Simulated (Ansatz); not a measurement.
Species: Si, charge 0, triplet.

Total energies in cc-pV(5+d)Z, 4 correlated electrons, 5 frozen orbitals. Radicals and triplets start from unrestricted determinants; spin-orbit coupling is neglected. Correlated methods leave the cores frozen. No relativity. Full CI freezes restricted core orbitals and the other rows unrestricted ones, which leaves a small offset even where coupled cluster is exact.

```tsv
method	program	energy (Eh)	error against FCI (mEh)
HF	Ansatz	-288.85883	80.95
MP2	Ansatz	-288.92047	19.31
CCSD	Ansatz	-288.93614	3.64
CCSD(T)	Ansatz	-288.93909	0.69
CCSDT(Q)	Ansatz	-288.93984	-0.06
FCI	Ansatz	-288.93978	0.00
```

Ansatz is a quantum-chemistry and plane-wave program.
